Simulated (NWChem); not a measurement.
# C4H3N2, doublet; SMILES c1nccn[c]1

Program: NWChem. Spin-unrestricted. In the optimisation the excess spin sits in a' (Cs, its own frame). All runs use the structure optimised with PBE0/def2-SVP, spin-unrestricted. No stability test was run on the SCF state.

Predict the results for PBE0/pcseg-2. Quantities: highest occupied level (eV); lowest empty minus highest occupied level, either spin (eV); dipole (D).


```
Property                                                     Result
-----------------------------------------------------------  ------
highest occupied level (eV)                                   -6.59
lowest empty minus highest occupied level, either spin (eV)    4.33
dipole (D)                                                     1.35
```
